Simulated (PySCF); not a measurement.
BBr2, doublet, geometry from GFN2-xTB. Base run: DF-HF/aug-cc-pVDZ run with PySCF.

Here is a job for PySCF.
```python
from pyscf import gto, scf

mol = gto.M(
    atom='''
Br   -1.637572   -0.089585    0.005101
B    -0.015494    0.824729   -0.031273
Br    1.639785   -0.028233   -0.000634
''',
    basis='aug-cc-pvdz',
    charge=0,
    spin=1,
    verbose=4,
)

mf = scf.UHF(mol)
mf = mf.density_fit(auxbasis='def2-universal-jkfit')
mf.kernel()
```

Variants of this job, named by their change:

```json
[
 {"change": "base", "basis functions": "95", "E (Eh)": "-5169.47060", "HOMO (eV)": "-9.65", "dipole (D)": "0.00"},
 {"change": "basis = pcseg-0", "basis functions": "[?]", "E (Eh)": "[?]", "HOMO (eV)": "[?]", "dipole (D)": "[?]"},
 {"change": "basis = pcseg-1", "basis functions": "[?]", "E (Eh)": "[?]", "HOMO (eV)": "[?]", "dipole (D)": "[?]"},
 {"change": "basis = 6-31G**", "basis functions": "78", "E (Eh)": "-5168.89274", "HOMO (eV)": "-9.63", "dipole (D)": "0.18"},
 {"change": "basis = def2-SV(P)", "basis functions": "78", "E (Eh)": "[?]", "HOMO (eV)": "[?]", "dipole (D)": "0.04"},
 {"change": "basis = 6-31G*", "basis functions": "78", "E (Eh)": "-5168.89274", "HOMO (eV)": "-9.63", "dipole (D)": "0.18"},
 {"change": "basis = aug-pcseg-1", "basis functions": "95", "E (Eh)": "-5168.85597", "HOMO (eV)": "-9.72", "dipole (D)": "0.03"},
 {"change": "basis = def2-SVPD", "basis functions": "102", "E (Eh)": "-5168.87963", "HOMO (eV)": "-9.66", "dipole (D)": "0.04"},
 {"change": "basis = cc-pVTZ", "basis functions": "[?]", "E (Eh)": "[?]", "HOMO (eV)": "[?]", "dipole (D)": "0.04"},
 {"change": "basis = def2-TZVPP", "basis functions": "127", "E (Eh)": "-5169.53036", "HOMO (eV)": "-9.61", "dipole (D)": "0.04"},
 {"change": "basis = def2-TZVP", "basis functions": "127", "E (Eh)": "-5169.53036", "HOMO (eV)": "-9.61", "dipole (D)": "0.04"},
 {"change": "basis = def2-TZVPD", "basis functions": "151", "E (Eh)": "-5169.53118", "HOMO (eV)": "-9.62", "dipole (D)": "0.03"},
 {"change": "basis = def2-QZVPP", "basis functions": "235", "E (Eh)": "-5169.62973", "HOMO (eV)": "-9.61", "dipole (D)": "0.03"}
]
```

Task: Complete the blanks.

Result: 
- basis = pcseg-0, basis functions: 53
- basis = pcseg-0, E (Eh): -5163.10891
- basis = pcseg-0, HOMO (eV): -9.80
- basis = pcseg-0, dipole (D): 0.36
- basis = pcseg-1, basis functions: 68
- basis = pcseg-1, E (Eh): -5168.84868
- basis = pcseg-1, HOMO (eV): -9.69
- basis = pcseg-1, dipole (D): 0.07
- basis = def2-SV(P), E (Eh): -5168.87382
- basis = def2-SV(P), HOMO (eV): -9.55
- basis = cc-pVTZ, basis functions: 116
- basis = cc-pVTZ, E (Eh): -5169.62297
- basis = cc-pVTZ, HOMO (eV): -9.60

Totals compare only among sets that treat the same electrons; sets with core potentials leave the core out.

Open shells are given as the SCF converged; they aren't shown to be the lowest states, and a large step between rows can be another state.
